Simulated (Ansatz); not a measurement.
One change: `C[SiH2][AlH][CH2]Cl` becomes `[SiH3][CH2][AlH][CH2]Cl`.

Ansatz, PBE0-D4/def2-TZVP geometries, multiplicity 1. Each molecule was computed in one conformer, which needn't be the lowest.

```tsv
property	`C[SiH2][AlH][CH2]Cl`
HOMO energy (ωB97M-V/def2-TZVPP) / eV	-9.17
size of the dipole moment (ωB97M-V/def2-TZVPP) / D	1.90
HOMO energy (B3LYP/def2-TZVPP) / eV	-6.98
HOMO–LUMO gap (ωB97M-V/def2-TZVPP) / eV	9.80
LUMO energy (B3LYP/def2-TZVPP) / eV	-1.19
HOMO energy (PBE/def2-TZVPP) / eV	-6.07
```

What does the change do to each property? (Estimate.)

Ansatz gave: 
```tsv
property	`[SiH3][CH2][AlH][CH2]Cl`	shift
HOMO energy (ωB97M-V/def2-TZVPP) / eV	-10.12	-0.95
size of the dipole moment (ωB97M-V/def2-TZVPP) / D	0.90	-1.00
HOMO energy (B3LYP/def2-TZVPP) / eV	-7.70	-0.72
HOMO–LUMO gap (ωB97M-V/def2-TZVPP) / eV	11.07	1.27
LUMO energy (B3LYP/def2-TZVPP) / eV	-0.91	0.28
HOMO energy (PBE/def2-TZVPP) / eV	-6.67	-0.60
```

With PBE0 the HOMO falls by 0.75 eV and the LUMO rises by 0.32 eV, so the gap widens by about 1.07 eV. PBE moves the HOMO by -0.60 eV and ωB97M-V by -0.95 eV. Dipoles are sizes alone; their direction can turn.

B3LYP here is the variant with VWN-RPA as its local correlation; programs differ in this.
